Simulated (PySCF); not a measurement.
Compound: C2H13Si4 (doublet state).
Structure used (GFN2-xTB), in Å, numbered top down from 1:
```xyz
19
C2H13Si4 angstrom
C     -0.8150    1.5436   -0.9211
Si    -0.8618    0.3166    0.5451
Si    -3.0671   -0.3065    0.9134
Si     0.6523   -1.3981    0.1311
C      2.1610   -0.8045   -0.8882
Si     3.2622    0.4630   -0.0122
H     -1.4630    2.3981   -0.7460
H     -1.1455    1.0686   -1.8415
H      0.1874    1.9262   -1.0934
H     -0.3889    1.1122    1.7036
H     -3.3474   -0.5636    2.3279
H     -3.4036   -1.5440    0.2015
H     -4.0542    0.6880    0.4806
H      0.0454   -2.5209   -0.6065
H      1.1861   -1.9917    1.3669
H      2.7638   -1.6723   -1.1600
H      1.8011   -0.3826   -1.8278
H      2.5856    1.7358    0.2230
H      3.8919   -0.0586    1.1959
```

The hyperfine couplings belong to this conformer and change with its torsions.

As a line formula: `C([SiH2][Si@H]([SiH3])C)[SiH2]` [radical].

Method: PySCF 2.14.0, UKS B3LYP, pcH-1 on C H Si, non-relativistic, mean-field spin-orbit, GIAO. The structure is a single GFN2-xTB conformer in the gas phase; no vibrational or solvent corrections. GFN2-xTB frequencies show an imaginary mode (20i cm⁻¹), so this geometry is no minimum at that level. Couplings are sensitive to structure, and on GFN2-xTB geometries they can be far from those on DFT ones, by a factor of two or more for some ions and for spin on atoms past the first row.

Count the α and β electrons and give S(S+1).

Nα = 41, Nβ = 40 (81 in all), and S(S+1) = 0.75 for S = 1/2.

Mulliken spin populations, one withheld:

```csv
atom,bound to,population
C1,"Si2, H7, H8, H9",+0.0005
Si2,"C1, Si3, Si4, H10",+0.0011
Si3,"Si2, H11, H12, H13",-0.0003
Si4,"Si2, C5, H14, H15",+0.0254
C5,"Si4, Si6, H16, H17",-0.0115
Si6,"C5, H18, H19",+0.9773
H7,C1,0.0000
H8,C1,0.0000
H9,C1,-0.0006
H10,Si2,-0.0002
H11,Si3,0.0000
H12,Si3,+0.0001
H13,Si3,0.0000
H14,Si4,?
H15,Si4,-0.0014
H16,C5,+0.0001
H17,C5,0.0000
H18,Si6,-0.0037
H19,Si6,-0.0023
```

Fill in the missing population.

The populations add up to Nα − Nβ = 1, and the others sum to 0.9845, so H14 holds +0.015.

How is the spin shared among the elements?

Silicon +1.00, hydrogen +0.01, carbon -0.01. The positive populations sum to 1.02, the negative ones to -0.02.

With ⟨S²⟩ = 0.7516, find the sum of squared α–β overlaps and estimate the admixture of higher spin.

For a single determinant ⟨S²⟩ = S(S+1) + Nβ − Σ|⟨iα|jβ⟩|², so the squared overlaps of occupied orbitals sum to 40 − 0.0016 = 39.9984. If the quartet state (S + 1) were the only admixture, its weight would be 0.0016/(2S + 2) = 0.05 %.

What Fermi-contact NMR shifts do the couplings of Si2, Si3, C5, H10, H14, H15, H16 imply at 350 K (Curie law, g = gₑ)?

δ = a_FC·h·gₑ μB S(S+1)/(3 g_N μN kT), with k/h = 20836.6 MHz/K:

| nuclei | isotope | a_FC (MHz) | g_N | contact shift (ppm) |
| --- | --- | --- | --- | --- |
| Si2 | 29Si | 0.69 | -1.1106 | -79 |
| Si3 | 29Si | 0.43 | -1.1106 | -49 |
| C5 | 13C | 8.33 | 1.4048 | +747 |
| H10 | 1H | 1.82 | 5.5857 | +41 |
| H14 | 1H | 24.61 | 5.5857 | +555 |
| H15 | 1H | -0.67 | 5.5857 | -15 |
| H16 | 1H | 9.42 | 5.5857 | +213 |

All at the stated temperature.

Time: 2.2 min of wall time (with the writing of density and orbital grids); peak memory 1.1 GiB. Hardware: an Arm Neoverse V1 with one thread, no GPU, shared host with 64 logical CPUs at a one-minute load of 85.
